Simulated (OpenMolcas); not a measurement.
**Zr+: CASPT2 settings compared**

```yaml
Program: OpenMolcas
Basis: ANO-RCC-VDZP [6s5p3d1f]
Scalar_Hamiltonian: DKH2, point nucleus
Active_space: 3 electrons in 6 orbitals (4d 5s)
State_averaging: 2S+1 = 4 even, 20 roots; 2S+1 = 2 even, 49 roots kept (CI in the orbitals of an earlier block)
Spin-orbit_coupling: RASSI with atomic mean-field integrals over the reference wave functions, term energies averaged over their components
```

Methods on the same reference wave functions:
A. CASSCF
B. SS-CASPT2, IPEA 0 Eh, imaginary shift 0.1 Eh (closed shells correlated: none)
C. SS-CASPT2, IPEA 0.2 Eh, real shift 0.25 Eh (closed shells correlated: 3d 4s 4p)
D. SS-CASPT2, IPEA 0 Eh, no level shift (closed shells correlated: 3d 4s 4p)
E. MS-CASPT2, IPEA 0 Eh, imaginary shift 0.1 Eh (closed shells correlated: none)
F. MS-CASPT2, IPEA 0 Eh, no level shift (closed shells correlated: 3d 4s 4p)

Energies in eV above 4d2 5s 4F 3/2, the measured ground level; measured values from NIST Handbook of Basic Atomic Spectroscopic Data.

| Level | A | B | C | D | E | F | Measured |
| --- | --- | --- | --- | --- | --- | --- | --- |
| 4d2 5s 4F 3/2 | 0.0000 | 0.0000 | 0.0000 | 0.0000 | 0.0000 | 0.0000 | 0.0000 |
| 4d2 5s 4F 5/2 | 0.0381 | 0.0385 | 0.0387 | 0.0392 | 0.0385 | 0.0393 | 0.0390 |
| 4d2 5s 4F 7/2 | 0.0910 | 0.0927 | 0.0927 | 0.0941 | 0.0926 | 0.0942 | 0.0947 |
| 4d2 5s 4F 9/2 | 0.1573 | 0.1596 | 0.1593 | 0.1609 | 0.1595 | 0.1609 | 0.1640 |
| 4d3 4F 3/2 [57 %] | 0.3657 | 0.302 | 0.363 | 0.326 | 0.302 | 0.328 | 0.3189 |
| 4d3 4F 5/2 [60 %] | 0.4072 | 0.349 | 0.412 | 0.383 | 0.349 | 0.383 | 0.3589 |
| 4d3 4F 7/2 | 0.4607 | 0.406 | 0.471 | 0.457 | 0.406 | 0.458 | 0.4091 |
| 4d3 4F 9/2 | 0.5230 | 0.468 | 0.532 | 0.518 | 0.468 | 0.519 | 0.4659 |
| 4d2 5s 2D 3/2 [52 %] | 0.7532 | 0.477 | 0.502 | 0.420 | 0.476 | 0.420 |  |
| 4d2 5s 2D 5/2 [57 %] | 0.7910 | 0.508 | 0.530 | 0.441 | 0.508 | 0.440 | 0.5586 |
| 4d3 2P 1/2 | 0.9474 | 0.634 | 0.702 | 0.593 | 0.634 | 0.593 |  |
| 4d3 2P 3/2 | 1.0017 | 0.691 | 0.755 | 0.647 | 0.692 | 0.647 |  |
| 4d2 5s 2F 5/2 | 1.1205 | 0.678 | 0.789 | 0.682 | 0.677 | 0.682 | 0.7133 |
| 4d2 5s 4P 1/2 | 1.1393 | 0.988 | 0.953 | 0.912 | 0.988 | 0.912 |  |
| 4d2 5s 4P 3/2 | 1.1631 | 1.011 | 0.976 | 0.935 | 1.011 | 0.935 |  |
| 4d2 5s 2F 7/2 | 1.2015 | 0.755 | 0.871 | 0.764 | 0.755 | 0.763 | 0.8019 |
| 4d2 5s 4P 5/2 | 1.2033 | 1.050 | 1.016 | 0.974 | 1.049 | 0.974 |  |
| 4d3 2G 7/2 | 1.2395 | 1.097 | 1.094 | 1.018 | 1.097 | 1.010 |  |
| 4d3 2G 9/2 | 1.2758 | 1.136 | 1.133 | 1.058 | 1.136 | 1.043 |  |
| 4d3 4P 1/2 | 1.5120 | 1.243 | 1.298 | 1.229 | 1.243 | 1.229 |  |
| 4d3 4P 3/2 | 1.5391 | 1.269 | 1.325 | 1.255 | 1.269 | 1.256 |  |
| 4d3 4P 5/2 | 1.5671 | 1.297 | 1.353 | 1.284 | 1.298 | 1.284 |  |
| 4d3 2H 9/2 | 1.9257 | 1.779 | 1.774 | 1.740 | 1.779 | 1.737 |  |
| 4d3 2H 11/2 | 1.9736 | 1.833 | 1.826 | 1.798 | 1.832 | 1.798 |  |

Deviations, from unrounded energies. A percentage is the sum of absolute deviations over the sum of measured energies, with the sign that they share, or ± where signs differ.

```
                        Against measurement  Levels      A     B      C     D     E     F
             mean absolute deviation (cm-1)      10   1000   140    330   260   140   260
      fine structure of the ground term (%)       3   -3.8  -2.3   -2.3  ±1.3  -2.4  ±1.3
other terms of the ground configuration (%)       3  +50.1  -6.4   ±8.4  -9.0  -6.4  -9.1
                   other configurations (%)       4  +13.1  ±2.0  +14.5  +8.5  ±2.1  +8.7
```

B, E lie about equally close to measurement and A furthest from it. The largest miss of B in the table is 4d2 5s 2D 5/2 [57 %], by -410 cm-1. The ranking rests on the paired levels alone, and a cruder setting can come out closer through cancelling errors.

Among B to F the level of the table that moves most is 4d2 5s 2F 7/2, by 930 cm-1 (lowest in E, highest in C). Moves below CASPT2's spread within the term are not significant.

The mean deviations of B to F differ by less than CASPT2's widest spread within a term (1000 cm-1), so their order carries little weight.

From A to B the spin-free energies of the other terms of 4d2 5s shown, above 4F, scale by factors of 0.58 to 0.86.

The lowest spin-free term lies below A's lowest term by 0.016 hartree in B, 0.235 hartree in C, 0.242 hartree in D, 0.016 hartree in E, 0.242 hartree in F.

CASPT2 breaks the degeneracy within a term, and the mean is taken; among the terms shown or strongly mixed into the levels shown the widest spread is 1000 cm-1 (4d2 5s 2F, F). Terms from blocks run as CI alone lack orbitals of their own. Configurations are named by rounded mean occupations; where the s occupation lies near a half they are strongly mixed, a name can repeat and a true partner stay unpaired. A single d shell beside an s shell can misplace configurations of different d count against each other. The CASPT2 spread within a term exceeds the gap to the next term for 4d2 5s 2D and 4d3 4F, 4d3 2H and 4d2 5s 2G, so the order of their levels is uncertain, and so are names and mixing where such terms share a J (figures for D; the like holds for E, F). Without dynamic correlation excited terms often stand tens of per cent too high (terms of higher spin than the ground term too low), and those without a measured partner can miss by more than the paired ones (holds for A). Some levels mix across a computed gap that differs much from the measured one, so their mixing is not that of the real levels (holds for C; D; F). Some terms miss by over 15 % even with CASPT2, which points to a basis or an active space too small for the shells correlated (holds for D; F). Computed and measured levels are paired by configuration, term and J; levels that our copy of the source lacks, or whose pairing is in doubt (as where it misses far off the trend of its configuration), stay unpaired and out of the deviations. Levels of configurations outside the active space are missing. The table leaves out levels that lie high or whose names do not pair safely across all columns.

A share in square brackets marks a mixed level and gives the weight of the term that names it, the lowest over the columns.
